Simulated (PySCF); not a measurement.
Species: C6H10FNSi.
Cartesian coordinates in Å at the GFN2-xTB level; atoms count from 1:
```
atom  x, y, z in Å
N1    -1.1941    1.8644   -2.3019
C2    -0.5478    1.7106   -1.3698
C3     0.2822    1.4494   -0.2251
F4     0.9465    2.6318    0.1281
C5    -0.5649    0.9947    0.9657
C6    -1.2621   -0.3382    0.7028
C7    -0.3004   -1.5236    0.6339
C8     0.5984   -1.4857   -0.6048
Si9    1.6161    0.1142   -0.6782
H10   -1.3104    1.7644    1.1879
H11    0.0936    0.9091    1.8340
H12   -1.8275   -0.2718   -0.2305
H13   -1.9772   -0.5129    1.5099
H14    0.3168   -1.5383    1.5354
H15   -0.8852   -2.4469    0.6236
H16    1.2511   -2.3587   -0.6036
H17   -0.0270   -1.5673   -1.4967
H18    2.6213    0.2056    0.3828
H19    2.1609    0.4085   -2.0010
```

Computed at PBE0/pcSseg-1 (PySCF, non-relativistic), with Q(14N) = 0.02044 b: N1, 14N (I = 1): χzz = -4.748 MHz, η = 0.273.

Problem. Find the zero-field quadrupole resonance frequencies of 14N at N1.

Solution. From ν± = (3/4)|χ|(1 ± η/3) and ν0 = |χ|η/2: ν+ 3.885 MHz, ν− 3.237 MHz, ν0 0.647 MHz (nitrile nitrogen).

In a crystal, neighbours and librations shift these lines. One conformer (not necessarily the lowest) at the GFN2-xTB geometry, without solvent, vibrations or thermal averaging. GFN2-xTB bond lengths can be off by several hundredths of an ångström, more for odd bonds, and the gradients follow them. With so small a basis the couplings can be 20 % off.

These values come from a run that also computed NMR shieldings. The run took 2.0 min of wall time on an Intel Xeon at 2.50 GHz with one thread, on a shared host, and the process peaked at 1.0 GiB of memory.
